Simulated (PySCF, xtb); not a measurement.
dimethoxyethane (C₄H₁₀O₂), SMILES O(CCOC)C. The values are those of a single conformer.

Harmonic wavenumbers (cm⁻¹) from GFN2-xTB (xtb 6.7.1) at its own minimum, in rising order: 63, 81, 88, 224, 231, 271, 291, 360, 546, 881, 896, 1037, 1048, 1077, 1119, 1128, 1134, 1136, 1172, 1180, 1221, 1256, 1329, 1362, 1406, 1407, 1466, 1467, 1469, 1470, 1491, 1492, 2836, 2845, 2884, 2887, 2888, 2896, 2914, 2915, 3030, 3031.

Question: What does PBE-D3(BJ)/def2-SVP (PySCF 2.14.0) give at its own minimum? (An estimate is asked for; the answer gives what the named calculation found.)

Answer: 79, 84, 122, 232, 235, 279, 304, 357, 562, 857, 858, 1037, 1038, 1083, 1137, 1140, 1149, 1168, 1189, 1191, 1221, 1261, 1333, 1388, 1403, 1403, 1407, 1409, 1419, 1422, 1452, 1456, 2864, 2871, 2881, 2887, 2909, 2921, 2933, 2933, 3060, 3060. Paired by order, the mean absolute difference is 19 cm⁻¹ and the zero-point energies are 85.7 and 85.8 kcal/mol.
